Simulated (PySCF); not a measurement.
HNSi, SMILES [Si-]#[NH+]. Coordinates come from a PBE0-D3(BJ)/def2-TZVPD optimisation.

Calculation: PBE0-D3(BJ)/def2-TZVPD run with PySCF.

Harmonic wavenumbers (cm⁻¹): 546, 546, 1254, 3767. Rotational constants (GHz): 19.14 (linear); symmetry number 1.

Task: Work out the zero-point energy and the ideal-gas rigid-rotor harmonic-oscillator thermochemistry at 298.15 K and 1 atm.

Result: ZPE = ½ Σ hcν = ½ × 6114 cm⁻¹ = 36.57 kJ/mol. H − E(el) = 46.29 kJ/mol. Entropy in J/(mol K): translation 155.68, rotation 56.39, vibration 4.76, total 216.83. G − E(el) = -18.36 kJ/mol. Cp = 39.43 J/(mol K).
